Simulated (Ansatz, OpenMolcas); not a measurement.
**The same job for Ansatz**

This OpenMolcas 26.06 job computes InClF2 (SMILES [F][In]([F])[Cl]):

test.inp:
```
>>> EXPORT MOLCAS_PRINT=2

&gateway
  baslib=$CurrDir
  coord
  4
  angstrom
  F        0.588200       0.614600       1.749600
  In       0.046700      -0.040500       0.025100
  F        0.831500      -1.720700      -0.482100
  Cl      -1.410900       1.086300      -1.312800
  basis=def2-SVP
  group=NoSym

&seward

&scf
  thresholds=1e-10 1e-07 1e-07 1e-05
  prorbitals=1 2

&rasscf
  fileorb=$Project.ScfOrb
  spin=1
  nactel=0 0 0
  inactive=28
  ras2=0
  outorbitals=Canonical
  orblisting=Nothing

&motra
  jobiph
  frozen=11

&ccsdt
  cct
  triples=2
  iterations=80
  accuracy=1e-08
  extrapolation=5 4
```

```bash
$ export MOLCAS_MEM=1860
$ pymolcas test.inp > test.log
```

(Basis files named in the input come from the Basis Set Exchange and aren't shown.)

The coordinates come from a PBE0-D4/def2-TZVP relaxation.

It gives a total energy of -847.985701 Eh.

Translate the job to Ansatz 0.2.0 as an input file of the program's own.

This input was run:

in.yaml:
```yaml
crystal:
  periodic: [false, false, false]
  atoms:
    - {symbol: F, position_ang: [0.588200, 0.614600, 1.749600]}
    - {symbol: In, position_ang: [0.046700, -0.040500, 0.025100]}
    - {symbol: F, position_ang: [0.831500, -1.720700, -0.482100]}
    - {symbol: Cl, position_ang: [-1.410900, 1.086300, -1.312800]}
basis:
  gaussian:
    orbitals: def2-SVP
accuracy: high
scf:
  omitted_lower_state_checks: [cluster_reference, increment]
correlation:
  method: ccsd_t
  frozen_orbitals: {Cl: 5, F: 1, In: 4}
```

```bash
$ ansatz run in.yaml --threads 1 --pin off --max-ram 3480MiB --events-out events.jsonl --progress --plain --runs-dir runs
```

Its energy is -847.985701 Eh, the same as the first but for the last digit, at most.
